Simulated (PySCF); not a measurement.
# Excitation energy of P by level of theory

P [Ne] 3s2 3p3 (4S) → P [Ne] 3s1 3p4 (4P), as a difference of total energies. All numbers are calculated (PySCF 2.14, no relativity, point nucleus, in aug-cc-pV(D+d)Z (5s4p3d, 32 functions)). Correlated levels: valence: [Ne] frozen. The calculations carry no spin-orbit coupling.

Order these methods by the excitation energy they give, lowest first.
A. CCSD (valence)
B. CCSD(T) (valence)
C. UHF
D. MP2 (valence)

B (7.426 eV), A (7.528 eV), C (7.967 eV), D (7.996 eV).

Errors of the correlated levels include the incompleteness of this basis and the frozen core.

The coupled-cluster amplitudes are large for the upper state (T1 above 0.03 or a double amplitude above 0.15), so a single reference is strained.

For comparison: 7.395 eV (measured; NIST levels, between the centres of gravity of the two terms).
